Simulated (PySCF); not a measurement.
SMILES CC(=O)[SiH2]c1ccco1 (C6H8O2Si), singlet, GFN2-xTB optimised geometry.

```
17

C     -1.57    -3.24    -0.24
C     -0.68    -2.03    -0.08
O      0.52    -2.13    -0.01
Si    -1.58    -0.33     0.00
C     -0.30     1.02     0.00
C      1.07     1.02     0.00
C      1.48     2.37     0.00
C      0.33     3.10     0.00
O     -0.75     2.30     0.00
H     -0.98    -4.16    -0.24
H     -2.29    -3.26     0.58
H     -2.12    -3.16    -1.17
H     -2.39    -0.32     1.23
H     -2.48    -0.23    -1.16
H      1.69     0.15     0.00
H      2.48     2.75     0.00
H      0.15     4.16     0.00
```

Density from PySCF with PBE0/def2-SVP at that geometry.

Minimum of the electron density along straight lines between bonded atoms, close to the bond critical point (lines longer than 1.1 times the sum of covalent radii, or with two minima, are not listed):

```csv
bond,length / Å,ρ at the minimum / e bohr⁻³,∇²ρ there / e bohr⁻⁵,position (fraction from the first atom)
C1–C2,1.506,0.258,-0.61,0.49
C2–O3,1.209,0.406,0.47,0.33
C2–Si4,1.930,0.111,0.28,0.62
Si4–C5,1.863,0.115,0.38,0.38
C5–C6,1.371,0.320,-0.80,0.51
C6–C7,1.411,0.294,-0.70,0.50
C7–C8,1.362,0.325,-0.83,0.48
C5–O9,1.360,0.277,0.08,0.33
C8–O9,1.338,0.294,0.06,0.33
C1–H10,1.088,0.276,-1.03,0.64
C1–H11,1.087,0.274,-1.00,0.63
C1–H12,1.088,0.273,-1.00,0.63
Si4–H13,1.469,0.116,0.31,0.49
Si4–H14,1.468,0.117,0.31,0.49
C6–H15,1.070,0.288,-1.15,0.65
C7–H16,1.071,0.285,-1.11,0.64
C8–H17,1.073,0.291,-1.17,0.65
```
